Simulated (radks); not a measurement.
The antimony ion Sb2+, 49 electrons, occupied as [Kr] 4d8 5s2 5p1 5d2 (not the ground configuration). Method: Dirac Kohn-Sham, PBE, spin-unpolarised, spherical densities, finite nucleus; open shells fill j = l - 1/2 first; Fermi nuclear charge, rms radius 4.6802 fm; computed with a radial shooting solver on a logarithmic mesh with Libxc functionals.

Normalised radial functions P(r) = r R(r) (large component), r in bohr:

r           4p3/2    5s1/2    5p3/2
0.004276   0.0120   0.0763   0.0044
0.006639   0.0267   0.0999   0.0099
0.01031    0.0577   0.1194   0.0214
0.01601    0.1182   0.1199   0.0439
0.02485    0.2222   0.0781   0.0824
0.0389     0.3659  -0.0267   0.1356
0.0604     0.4639  -0.1589   0.1713
0.09379    0.3278  -0.1882   0.1193
0.1456    -0.1815   0.0247  -0.0713
0.2261    -0.6831   0.2895  -0.2507
0.3511    -0.3060   0.0855  -0.0854
0.5451     0.8374  -0.4144   0.3295
0.8532     1.2162  -0.1556   0.2439
1.325      0.5618   0.6634  -0.4342
2.057      0.0899   0.7833  -0.7750
3.194      0.0036   0.2951  -0.4398
4.959      0.0000   0.0322  -0.0850
7.7        0.0000   0.0006  -0.0039

4p3/2: eigenvalue -137.28 eV, 2 radial nodes at r = 0.128, 0.398 bohr, <r> = 0.847 bohr, 90 % of the charge inside 1.24 bohr. 5s1/2: eigenvalue -37.879 eV, 4 radial nodes at r = 0.0354, 0.141, 0.377, 0.928 bohr, <r> = 1.92 bohr, 90 % of the charge inside 2.75 bohr. 5p3/2 (empty): eigenvalue -26.373 eV, 3 radial nodes at r = 0.127, 0.385, 1.02 bohr, <r> = 2.25 bohr, 90 % of the charge inside 3.25 bohr.
